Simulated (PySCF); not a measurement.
```xyz
12

C      0.3296    -1.3186    -0.1884
Si     1.4422     0.1824     0.1760
Si    -0.4097     1.6394     0.2331
Si    -1.3716    -0.4650    -0.2157
H      0.3979    -2.0847     0.5871
H      0.5716    -1.7933    -1.1418
H      2.1889     0.0433     1.4576
H      2.4293     0.4404    -0.9095
H     -0.4966     2.6666    -0.8400
H     -0.7365     2.2681     1.5417
H     -2.0544    -0.5912    -1.5338
H     -2.2908    -0.9875     0.8339
```

Charge 0, multiplicity 1.

Question: Give the Mulliken and meta-Löwdin atomic charges from PySCF with PBE0-D3(BJ)/def2-TZVP.

Answer: 
```csv
atom,Mulliken (e),meta-Löwdin (e)
C1,-0.46,-0.69
Si2,0.14,0.38
Si3,-0.05,0.06
Si4,0.14,0.38
H5,0.15,0.14
H6,0.15,0.14
H7,-0.01,-0.08
H8,-0.01,-0.08
H9,0.00,-0.05
H10,0.00,-0.05
H11,-0.01,-0.08
H12,-0.01,-0.08
```
